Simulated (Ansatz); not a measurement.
Molecule: C₅H₉, charge 0, multiplicity 2. It need not be the lowest isomer of its formula. 
Structure (B3LYP-D3(BJ)/def2-TZVP (Ansatz, an electronic-structure program) minimum search):
```xyz
14

C      1.9518    -0.2624     0.4189
C      0.6132    -0.7812     0.0246
C     -0.5497    -0.0322    -0.1342
C     -0.5323     1.4620     0.0988
C     -1.7331    -0.6388    -0.5056
H      2.3068    -0.7427     1.3381
H      2.7034    -0.4844    -0.3475
H      1.9541     0.8139     0.5844
H      0.5418    -1.8492    -0.1559
H     -1.5194     1.8908    -0.0677
H      0.1687     1.9619    -0.5731
H     -0.2297     1.7024     1.1202
H     -2.6442    -0.0712    -0.6330
H     -1.7808    -1.7058    -0.6803
```
Charge 0, spin multiplicity 2.

Basis-set convergence of Hartree-Fock and CCSD(T) correlation energies (hartree) with Ansatz. Cores are frozen in the correlated levels unless marked. Open shells are spin-unrestricted. No spin-orbit coupling. Non-relativistic.

The UHF reference is spin-contaminated (<S^2> 0.20 over the pure value in the largest basis). 

| basis | functions | E(HF) | E(corr, CCSD(T)) |
|---|---|---|---|
| cc-pVDZ | 115 | -194.55635 | -0.75682 |
| cc-pVTZ | 276 | -194.60951 | -0.90787 |
| cc-pVQZ | 545 | -194.62183 | -0.95259 |

Extrapolating the two largest sets (X = 3 and 4) as X^-3: E(corr) = (64·(-0.95259) - 27·(-0.90787))/37 = -0.9852 Eh, an estimate of the basis-set limit. The largest set recovers 96.7 % of it, the smallest 76.8 %.
